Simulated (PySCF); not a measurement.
Si(H)(F)(vinyl)2 (C4H7FSi), SMILES C=C[SiH](F)C=C.

Coordinates come from a PBE0-D3(BJ)/def2-SVP optimisation. Other conformers were not sampled.

Vertical ionisation energy (IE) and electron affinity (EA) in eV. Rows of orbital energies are one-electron estimates. Where ΔSCF, EOM or ADC give a negative EA the extra electron is unbound and the value depends on the basis.

```
level                                         IE     EA
-----------------------------------------  -----  -----
−ε(HOMO), −ε(LUMO), HF/def2-TZVP (PySCF)   10.38  -2.81
−ε(HOMO), −ε(LUMO), PBE/def2-TZVP (PySCF)   6.89   1.94
```
